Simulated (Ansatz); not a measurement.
Stepwise reaction of `F[Si](Cl)(Cl)I` with hydrogen, as a gas-phase model of exchange steps in deposition or etching. ΔE in kJ/mol; ΔG adds harmonic PBE0-D4 terms to CCSD(T)/CBS, at 1 bar.

Computed with Ansatz on PBE0-D4/def2-TZVP structures; ΔE is electronic, products minus reactants. CCSD(T)/CBS is the MP2 limit (def2-TZVPP, def2-QZVPP) plus CCSD(T) − MP2 in def2-TZVPP, frozen cores. This one scheme is used for every species. Functionals use def2-TZVPP. B3LYP here is the variant with VWN-RPA as its local correlation; programs differ in this. Elements past krypton have def2 core potentials. For I outer-core shells are correlated without core-valence functions, which leaves a few kJ/mol of doubt a bond.

```csv
step,reaction,PBE-D4,B3LYP-D4,ωB97M-V,CCSD(T)/CBS,ΔG(500 K)
1,`F[Si](Cl)(Cl)I` + H₂ → `F[SiH](Cl)I` + HCl,75.3,73.2,74.6,72.9,66.1
```

Give the row of step 2, `F[SiH](Cl)I` + H₂ → `F[SiH2]I` + HCl. (Estimate.)

Computed: 
```csv
step,reaction,PBE-D4,B3LYP-D4,ωB97M-V,CCSD(T)/CBS,ΔG(500 K)
2,`F[SiH](Cl)I` + H₂ → `F[SiH2]I` + HCl,83.3,80.6,82.1,81.0,74.3
```

By hand: ΔE of the 2 steps together at CCSD(T)/CBS.

(72.9) + (81.0) = 153.9 kJ/mol, or 77.0 kJ/mol a step.

In ΔE each step is higher than the one before. All are uphill at CCSD(T)/CBS. ΔG lies between 66.1 and 74.3 kJ/mol a step. PBE-D4 differs from CCSD(T)/CBS by 2.3 to 2.4 kJ/mol a step. Isolated molecules leave out the surface, adducts and barriers. Largest T1 diagnostic: 0.009.
